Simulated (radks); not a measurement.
Values are calculated unless marked as measured or tabulated.
These are the eigenvalues of the occupied orbitals of an atom or ion with whole-number occupations (eV). Level of theory: Dirac Kohn-Sham, relativistic LDA (MacDonald-Vosko exchange, VWN5 correlation), spin-unpolarised, spherical densities, finite nucleus; Fermi nuclear charge, rms radius of each element as measured or else 0.836 A^(1/3) + 0.57 fm (a radial shooting solver on a logarithmic mesh with Libxc functionals).

| orbital | eigenvalue |
|---|---|
| 1s1/2 | -41770.04 |
| 2s1/2 | -6939.525 |
| 2p1/2 | -6580.846 |
| 2p3/2 | -6103.654 |
| 3s1/2 | -1695.635 |
| 3p1/2 | -1541.646 |
| 3p3/2 | -1446.854 |
| 3d3/2 | -1175.863 |
| 3d5/2 | -1155.318 |
| 4s1/2 | -526.3865 |
| 4p1/2 | -467.6140 |
| 4p3/2 | -445.6616 |
| 4d3/2 | -347.5638 |
| 4d5/2 | -343.4419 |
| 5s1/2 | -231.5608 |

Which element is it, and in what charge state? The configuration may be excited.

Answer. Z = 59, praseodymium, charge +13: Pr13+ in [Kr] 4d(3/2: 4, 5/2: 5) 5s1. The list shows which subshells hold electrons but not how many an open one holds; the 1s level, -1535 hartree, gives Z - s = 55.4 by -(Z - s)^2/2, which with screening and relativity narrows Z to a few neighbours, and the depths of the outer levels then fix element, charge and occupations together.
